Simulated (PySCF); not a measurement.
InHI₂, SMILES [I][InH][I].

Coordinates come from a r2SCAN-D4/def2-SVP optimisation. The def2 effective core potentials stand for the cores of I, In; spin–orbit coupling is left out.

All values below come from C-PCM-ωB97X/def2-SVP (PySCF).

The values are the electrostatic part of the solvation free energy, E(continuum) − E(gas) at the gas-phase geometry, in a cavity of scaled van der Waals radii (PySCF's table); cavitation and dispersion terms are not included. A continuum can't describe solvent molecules that bind to the metal. In vacuum the orbital gap is 9.30 eV. The dipole moment in vacuum is 1.77 D.

Computed values in water (ε = 78.36), benzene (ε = 2.27), 2-propanol (ε = 19.26):
```
solvent         ε  ΔG(elec) (kcal/mol)  dipole (D)  gap (eV)
----------  -----  -------------------  ----------  --------
water       78.36                 -5.9        2.85      9.77
benzene      2.27                 -3.0        2.28      9.63
2-propanol  19.26                 -5.6        2.78      9.76
```
